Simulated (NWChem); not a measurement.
**Plane-wave run on Si (space group Fd-3m)**

```
CELL_PARAMETERS angstrom
      0.00000     2.71500     2.71500
      2.71500     0.00000     2.71500
      2.71500     2.71500     0.00000
ATOMIC_POSITIONS crystal
  Si 0.00000 0.00000 0.00000
  Si 0.25000 0.25000 0.25000
```

Everything below was run with NWChem. Origin of the cell: lattice from a package's table, not relaxed.

Norm-conserving pseudopotentials with valence charges Si 4, fixed occupations, no spin-orbit coupling, density cut at twice the wavefunction cutoff.

Level: LDA (Vosko), HGH, cutoff 15 Ha, density from a 4×4×4 mesh. Bands run along Γ–X–U|K–Γ–L–W–X with k in units of the cell's reciprocal vectors.

Problem. Give the band energies at the labelled points, in eV from the valence-band top.

Solution. 
| point | k | band 1 | band 2 | band 3 | band 4 | band 5 | band 6 |
|---|---|---|---|---|---|---|---|
| Γ | 0.000 0.000 0.000 | -11.97 | 0.00 | 0.00 | 0.00 | 2.55 | 2.56 |
| X | 0.500 0.000 0.500 | -7.83 | -7.82 | -2.85 | -2.85 | 0.63 | 0.64 |
| U | 0.625 0.250 0.625 | -8.24 | -7.23 | -4.32 | -2.42 | 1.13 | 4.07 |
| K | 0.375 0.375 0.750 | -8.24 | -7.23 | -4.32 | -2.42 | 1.13 | 4.07 |
| L | 0.500 0.500 0.500 | -9.64 | -6.99 | -1.19 | -1.19 | 1.41 | 3.33 |
| W | 0.500 0.250 0.750 | -7.66 | -7.66 | -3.87 | -3.87 | 4.22 | 4.22 |
Bands up to 4 are filled.
